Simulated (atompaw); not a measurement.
What the settings do to the PAW (atompaw) potential of nickel (Ni)

Base potential:

nickel (Ni), PAW, made with atompaw 4.2.0.5 (LDA (PW92), scalar-relativistic). Core [Ar], reference 3d8 4s2 4p0. Waves: 4s (bound): rc 1.80 bohr; 4s channel at 2.5 Ry: rc 3.00 bohr; 4p (bound, empty): rc 3.00 bohr; 4p channel at 2.6 Ry: rc 3.00 bohr; 3d (bound): rc 1.45 bohr; 3d channel at 0.6 Ry: rc 1.45 bohr. Local part: ultrasoft scheme with l = 3 at 0 Ry, radius 2.00 bohr. Core correction: smooth core density matched at 2.25 bohr. Augmentation charge: sinc compensation charge, radius 2.95 bohr; PAW radius 3.00 bohr; waves and projectors: custom polynom2 7 10 vanderbiltortho.

Cutoffs, loose and tight: the cutoffs (Ry, on a coarse ladder) from which the occupation-weighted sum of valence levels, in a spherical-Bessel basis at the reference potential, stays within 10 and 1 mRy of its value at 400 Ry. They see the waves, projectors and local potential, not the compensation charge or the core. A dash means not determined.

Cutoffs are not given where the Bessel-basis levels miss the radial ones by over 6 mRy, ghosts where they miss by over 20 mRy; a channel whose overlap is not positive is not tested.

| change | outcome | cutoff, loose | cutoff, tight | bound ghosts |
| --- | --- | --- | --- | --- |
| base | generated | 230 Ry | over 300 Ry | none |
| functional PBEsol | generated | 230 Ry | over 300 Ry | none |
| core correction smooth core density matched at 1.88 bohr | generated | 230 Ry | over 300 Ry | none |
| augmentation besselshape compensation charge, radius 2.95 bohr; PAW radius 3.00 bohr; waves and projectors: custom polynom2 7 10 vanderbiltortho | generated | 230 Ry | over 300 Ry | none |
| wave 3d channel at 0.6 Ry: rc 1.45 bohr becomes 3d channel at 0.13 Ry: rc 1.45 bohr | generated | 230 Ry | over 300 Ry | none |
| waves 4s (bound); 4s channel at 2.5 Ry; 4p (bound); 4p channel at 2.6 Ry; 3d (bound); 3d channel at 0.6 Ry; augmentation sinc compensation charge, radius 2.95 bohr; PAW radius 3.00 bohr; waves and projectors: bloechl | generated | 30 Ry | 35 Ry | none |

Problem. What comes out with this change to the base: core [Ne], valence charge 18; reference 3s2 3p6 3d8 4s1 4p1; waves now 3s (bound): rc 0.75 bohr; 4s (bound): rc 1.25 bohr; 3p (bound): rc 0.95 bohr; 4p (bound): rc 1.25 bohr; 3d (bound): rc 0.85 bohr; 3d channel at 3.8 Ry: rc 1.25 bohr; local potential ultrasoft scheme with l = 3 at 0 Ry, radius 1.25 bohr; core correction smooth core density matched at 1.20 bohr; augmentation sinc compensation charge, radius 0.95 bohr; PAW radius 1.25 bohr; waves and projectors: custom polynom2 7 10 vanderbiltortho?

Solution. outcome: generated; bound ghosts: not determined.

Problem. What comes out with this change to the base: wave 3d (bound): rc 1.45 bohr becomes 3d (bound): rc 2.82 bohr?

Solution. outcome: generated; cutoff, loose: 21 Ry; cutoff, tight: 40 Ry; bound ghosts: none.

Problem. What comes out with this change to the base: augmentation sinc compensation charge, radius 2.95 bohr; PAW radius 3.00 bohr; waves and projectors: custom polynom vanderbiltortho?

Solution. outcome: generated; cutoff, loose: 70 Ry; cutoff, tight: 110 Ry; bound ghosts: none.
